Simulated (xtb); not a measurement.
A run for xtb: GFN1-xTB on C2+, 2S+1 = 4, a spin state set in the input, which need not be the lowest, a point of a bond scan (R = 1.303 Å). Charge +1.

```
$ xtb mol.xyz --gfn 1 --sp --chrg 1 --uhf 3
2

C      0.00000000     0.00000000     0.00000000
C      0.00000000     0.00000000     1.30342500
```

The head of its log:

```
[...]
           -------------------------------------------------
          |                Calculation Setup                |
           -------------------------------------------------



           -------------------------------------------------
          |                 G F N 1 - x T B                 |
           -------------------------------------------------

        Reference                      10.1021/acs.jctc.7b00118
      * Hamiltonian:
        H0-scaling (s, p, d)           1.850000    2.250000    2.000000
        zeta-weighting                 0.000000
      * Dispersion:
        s8                             2.400000
        a1                             0.630000
        a2                             5.000000
        s9                             0.000000
      * Repulsion:
        kExp                           1.500000
        rExp                           1.000000
      * Coulomb:
        alpha                          2.000000
        third order                    atomic
        anisotropic                    false
      * Halogen bond correction:
        rad-scale                      1.300000
        damping                        0.440000


          ...................................................
          :                      SETUP                      :
          :.................................................:
          :  # basis functions                   8          :
          :  # atomic orbitals                   8          :
          :  # shells                            4          :
          :  # electrons                         7          :
          :  # halogen bonds                     0          :
          :  max. iterations                   250          :
          :  Hamiltonian                  GFN1-xTB          :
          :  restarted?                      false          :
          :  GBSA solvation                  false          :
          :  PC potential                    false          :
          :  electronic temp.          300.0000000     K    :
          :  accuracy                    1.0000000          :
          :  -> integral cutoff          0.2500000E+02      :
          :  -> integral neglect         0.1000000E-07      :
          :  -> SCF convergence          0.1000000E-05 Eh   :
          :  -> wf. convergence          0.2000000E-04 e    :
          :  Broyden damping             0.4000000          :
          :  net charge                          1          :
          :  unpaired electrons                  3          :
          ...................................................

 iter      E             dE          RMSdq      gap      omega  full diag
   1     -3.2849088 -0.328491E+01  0.317E+00    4.23       0.0  T
   2     -3.2849089 -0.165534E-07  0.190E+00    4.23       1.0  T
```

Predict the final total energy.

-3.2291 hartree.
